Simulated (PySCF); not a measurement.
C2H4N3, SMILES c1[nH][nH+]cn1, charge +1. Geometry optimised at PBE0-D3(BJ)/def2-SVP. The isomer is the one that the SMILES or the coordinates give; other isomers of the formula were not compared.

Computed with PBE0-D3(BJ)/def2-SVP (PySCF 2.14.0).

Harmonic wavenumbers (cm⁻¹): 555, 635, 643, 676, 931, 944, 955, 996, 1128, 1132, 1230, 1275, 1304, 1460, 1514, 1567, 1582, 3280, 3283, 3597, 3610. Rotational constants (GHz): 9.895, 9.545, 4.859; symmetry number 2.

Question: Work out the zero-point energy and the ideal-gas rigid-rotor harmonic-oscillator thermochemistry at 298.15 K and 1 atm.

Answer: ZPE = ½ Σ hcν = ½ × 32296 cm⁻¹ = 46.17 kcal/mol. H − E(el) = 49.08 kcal/mol. Entropy in cal/(mol K): translation 38.66, rotation 22.69, vibration 2.34, total 63.68. G − E(el) = 30.09 kcal/mol. Cp = 14.84 cal/(mol K).
